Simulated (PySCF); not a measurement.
C₅H₄F₂O, SMILES C=C=C1CC(F)(F)O1.

Geometry: B3LYP-D3(BJ)/def2-SVP. The structure was generated by enumeration, and PubChem lists no compound with its InChIKey, so it may never have been made.

These are ωB97X/def2-TZVP (PySCF) values and carry that method's errors.

Symmetry labels are those of the subgroup Cs that the program uses (full group Cs).

Computed valence orbital energies around the gap with their symmetry:
```tsv
orbital	symmetry	energy (eV)
HOMO−7	A"	-15.22
HOMO−6	A'	-15.12
HOMO−5	A"	-14.36
HOMO−4	A'	-13.88
HOMO−3	A"	-13.31
HOMO−2	A'	-12.54
HOMO−1	A'	-10.72
HOMO	A"	-9.50
LUMO	A'	1.37
LUMO+1	A"	2.46
LUMO+2	A'	3.48
LUMO+3	A'	3.94
```
